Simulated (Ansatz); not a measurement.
```yaml
crystal:
  periodic: [false, false, false]
  atoms:
    - {symbol: C, position_ang: [-1.433186, 1.043784, 1.289929]}
    - {symbol: N, position_ang: [-0.569958, 0.167665, 0.781497]}
    - {symbol: B, position_ang: [-0.073342, 0.167778, -0.390754]}
    - {symbol: Si, position_ang: [1.098753, -1.168816, -0.918588]}
    - {symbol: O, position_ang: [2.394400, -0.622178, -1.518120]}
    - {symbol: H, position_ang: [-1.641033, 1.736463, 0.596092]}
    - {symbol: H, position_ang: [-2.292765, 0.595916, 1.561622]}
    - {symbol: H, position_ang: [-1.051609, 1.505186, 2.099054]}
    - {symbol: H, position_ang: [-0.326665, -0.499399, 1.380470]}
    - {symbol: H, position_ang: [-0.379275, 0.990072, -1.066697]}
    - {symbol: H, position_ang: [1.504326, -1.943945, 0.139298]}
    - {symbol: H, position_ang: [0.481440, -2.014330, -1.814324]}
    - {symbol: H, position_ang: [2.307772, 0.009880, -2.125865]}
basis:
  gaussian: {orbitals: def2-TZVPP}
hamiltonian: {xc: {name: wB97X}}
scf: {lower_state_search: off}
output: {forces: true}
```

```sh
$ ansatz run in.yaml --threads 4 --pin off --events-out ev --progress --plain --max-ram 10444MiB
```

Output, abridged:

```
Functional definition: wB97X
1418 factors; their error is unknown
362 factors; integrals over basis functions are off by at most 8.6e-6 eV
mean field evaluation 1: about -13250.5259 eV, gradient 6.9e1 eV
mean field evaluation 2: about -13251.7626 eV, gradient 6.5e1 eV
mean field evaluation 4: about -13258.6562 eV, gradient 1.7e0 eV
mean field evaluation 8: about -13258.6694 eV, gradient 4.3e-2 eV
mean field evaluation 16: about -13258.6748 eV, gradient 4.6e-3 eV
mean field -13258.67475830 eV, -487.2473103150 hartree, gradient 2.5e-6 eV, S^2 0.000000; 0 other end points of the search recorded, 0 dependent functions left out
reference -13258.67471915 eV, -487.2473088761 hartree; 24, 24 occupied and 254, 254 virtual orbitals, 1418 factors
Total energy: -13258.67471915 eV, -487.2473088761 hartree
Atom 0 at    -1.433186     1.043784     1.289929 Å, force    -1.154613     1.051678     0.895599 eV/Å
Atom 1 at    -0.569958     0.167665     0.781497 Å, force    -0.202071    -0.366444     1.076198 eV/Å
Atom 2 at    -0.073342     0.167778    -0.390754 Å, force     1.657576    -0.160692    -3.793526 eV/Å
Atom 3 at     1.098753    -1.168816    -0.918588 Å, force    -2.291284    -1.318232     1.053274 eV/Å
Atom 4 at     2.394400    -0.622178    -1.518120 Å, force     5.089452    -1.371583     0.989773 eV/Å
Atom 5 at    -1.641033     1.736463     0.596092 Å, force    -0.955960     2.765084    -2.481697 eV/Å
Atom 6 at    -2.292765     0.595916     1.561622 Å, force    -3.305902    -1.495032     1.090315 eV/Å
Atom 7 at    -1.051609     1.505186     2.099054 Å, force     1.250477     1.843676     3.068218 eV/Å
Atom 8 at    -0.326665    -0.499399     1.380470 Å, force     1.297806    -3.465464     3.027695 eV/Å
Atom 9 at    -0.379275     0.990072    -1.066697 Å, force    -0.760223     2.108434    -1.763844 eV/Å
Atom 10 at     1.504326    -1.943945     0.139298 Å, force     0.665901    -1.629388     2.213272 eV/Å
Atom 11 at     0.481440    -2.014330    -1.814324 Å, force    -1.285314    -1.741135    -1.728220 eV/Å
Atom 12 at     2.307772     0.009880    -2.125865 Å, force    -0.005845     3.779100    -3.647057 eV/Å
Dipole moment:    -0.371715     0.335654     0.282942 e Å
Checks for a lower state left out: stability, starts, cluster_reference, orbital_swaps, neighbouring_geometries, increment
```

It took 12 s on 4 threads of an Arm Neoverse N1 on a shared host, with 0.9 GiB of host memory at the peak.
